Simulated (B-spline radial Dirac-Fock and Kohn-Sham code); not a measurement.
Os 6s: cross section and angular parameters

System: atomic osmium, [Xe] 4f14 5d6 6s2; threshold 8.10 eV (orbital energy of the model). These are calculated numbers from a B-spline atomic structure program; the model is Dirac-Hartree-Slater photoionisation with a Latter tail; cross sections with all multipoles, angular parameters from the dipole term and its interference with E2.

For linearly polarised light dσ/dΩ = σ/(4π) [1 + β P₂(cos θ) + (δ + γ cos²θ) sin θ cos φ], with θ from the polarisation vector and φ the angle between the beam and the projection of the electron momentum on the plane normal to the polarisation.

```
hν (eV)  σ (kb)      β       γ
   50.9    28.2  0.570  -0.173
   54.7    28.2  0.750  -0.153
   58.1    28.0  0.877  -0.135
     80    23.5  1.283  -0.029
   85.4    22.4  1.338  -0.008
   91.6    21.2  1.390   0.014
    106    18.6  1.479   0.060
    135    14.7  1.585   0.131
    136    14.6  1.588   0.133
    150    13.1  1.621   0.161
    193    9.85  1.691   0.226
    200    9.44  1.699   0.235
    234    7.82  1.732   0.273
    497    2.92  1.836   0.414
    551    2.52  1.845   0.426
    559    2.47  1.847   0.427
    710    1.74  1.865   0.442
    779    1.51  1.871   0.443
   1000    1.03  1.886   0.433
   1190   0.786  1.894   0.412
 1486.9   0.553  1.904   0.373
   1490   0.551  1.904   0.372
   3140   0.160  1.929   0.125
   3990   0.105  1.934   0.026
   4000   0.104  1.934   0.024
   6440  0.0433  1.942  -0.133
   7110  0.0359  1.944  -0.151
   7800       ?      ?       ?
 8047.8  0.0283  1.945  -0.162
 9251.7  0.0216  1.947  -0.157
```

Question: Give the values at 7800 eV.

Answer: σ = 0.0301 kb, β = 1.945, γ = -0.160. For an s subshell δ is negligible.
